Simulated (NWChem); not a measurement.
# C₂H₄NO, doublet; SMILES O=C([NH])C

```xyz
8

C      0.0137     1.3882     0.0124
C      0.0596    -0.1048     0.1287
N     -0.9744    -0.8060    -0.4334
O      1.0177    -0.7251     0.5737
H      0.0692     1.6740    -1.0490
H     -0.9414     1.7727     0.4010
H      0.8531     1.8330     0.5603
H     -1.0668    -1.7080     0.0516
```
Atoms are numbered in this order, from 1.

Program: NWChem. Pople sets run with spherical d functions. Spin-unrestricted. Geometry: optimised at PBE0/def2-SVP, spin-unrestricted. No stability test was run on the SCF state. Level: M06-2X/6-31G* with COSMO at NWChem's default radii, gas-phase geometry; rows give the dielectric constant. Reactions with the solvent are ignored.

```json
[
 {"dielectric constant": "4.8", "electrostatic solvation energy (kcal/mol)": "-5.0", "dipole in solution (D)": "2.11"},
 {"dielectric constant": "7.6", "electrostatic solvation energy (kcal/mol)": "-5.6", "dipole in solution (D)": "2.16"},
 {"dielectric constant": "11.7", "electrostatic solvation energy (kcal/mol)": "-5.9", "dipole in solution (D)": "2.19"},
 {"dielectric constant": "37.5", "electrostatic solvation energy (kcal/mol)": "-6.4", "dipole in solution (D)": "2.22"},
 {"dielectric constant": "46.7", "electrostatic solvation energy (kcal/mol)": "-6.4", "dipole in solution (D)": "2.23"}
]
```
